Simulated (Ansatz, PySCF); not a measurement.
C4H10O2, charge +1, doublet, at a GFN2-xTB geometry (a state made from the parent by changing its charge; the spin is typed, not shown lowest), atoms displaced at random by about 0.03 Å a coordinate. Base run: PBE0/STO-3G, gradient run with PySCF.

PySCF was given this input:
```python
from pyscf import gto, scf, dft

mol = gto.M(
    atom='''
C     2.38434946    0.05206728   -0.34005113
O     1.30885094    0.73338880    0.15860466
C     0.12671055    0.69116778   -0.49942076
C    -0.80545410   -0.58683223    0.16161780
C    -2.04088024   -0.66964903   -0.76114459
O    -1.14277118   -0.13293475    1.38651403
H     3.28987181    0.68580844   -0.13671230
H     2.51346149   -0.89933370    0.25056158
H     2.30972875   -0.18625139   -1.38129550
H    -0.43451435    1.59241244   -0.29625175
H     0.23985483    0.53902590   -1.57580075
H    -0.15971227   -1.38832723    0.08736546
H    -2.65960378    0.13554629   -0.68979313
H    -1.81275257   -0.84365548   -1.78180033
H    -2.58935686   -1.52774528   -0.33397608
H    -0.47538686   -0.30231200    2.08124781
''',
    basis='sto-3g',
    charge=1,
    spin=1,
    verbose=4,
)

mf = dft.UKS(mol)
mf.xc = 'pbe0'
mf.kernel()
g = mf.nuc_grad_method()
grad = g.kernel()
```

Programs used: Ansatz (a quantum-chemistry and plane-wave program), PySCF; a row that names a program was run with it.

The coordinate followed is z of atom 12.

Each row names what was changed in the base input (with any setting that the change needs).

```json
[
 {"change": "base", "dE/dx (Eh/bohr)": "0.000851", "net force (Eh/bohr)": "0.000052"},
 {"change": "conv_tol = 1e-6", "dE/dx (Eh/bohr)": "0.000856", "net force (Eh/bohr)": "0.000052"},
 {"change": "finite difference step (bohr) = 0.01; conv_tol = 1e-11", "dE/dx (Eh/bohr)": "0.000849", "net force (Eh/bohr)": "-"},
 {"change": "grids.level = 0; grid_response = off", "dE/dx (Eh/bohr)": "0.000993", "net force (Eh/bohr)": "0.008722"},
 {"change": "density fitting = on", "dE/dx (Eh/bohr)": "0.000850", "net force (Eh/bohr)": "0.000052"},
 {"change": "grid_response = on", "dE/dx (Eh/bohr)": "0.000850", "net force (Eh/bohr)": "0.000000"},
 {"change": "grids.level = 5; grid_response = off", "dE/dx (Eh/bohr)": "0.000850", "net force (Eh/bohr)": "0.000002"},
 {"change": "grids.level = 1; grid_response = on", "dE/dx (Eh/bohr)": "0.000873", "net force (Eh/bohr)": "0.000000"},
 {"change": "code = ansatz", "dE/dx (Eh/bohr)": "0.000849", "net force (Eh/bohr)": "0.000000"},
 {"change": "conv_tol = 1e-11", "dE/dx (Eh/bohr)": "0.000851", "net force (Eh/bohr)": "0.000052"},
 {"change": "grids.level = 1; grid_response = off", "dE/dx (Eh/bohr)": "0.000855", "net force (Eh/bohr)": "0.000705"},
 {"change": "finite difference step (bohr) = 0.05; conv_tol = 1e-11", "dE/dx (Eh/bohr)": "0.000834", "net force (Eh/bohr)": "-"}
]
```

The net force is zero for an exact gradient.

Open shells are given as the SCF converged; they aren't shown to be the lowest states, and a large step between rows can be another state.
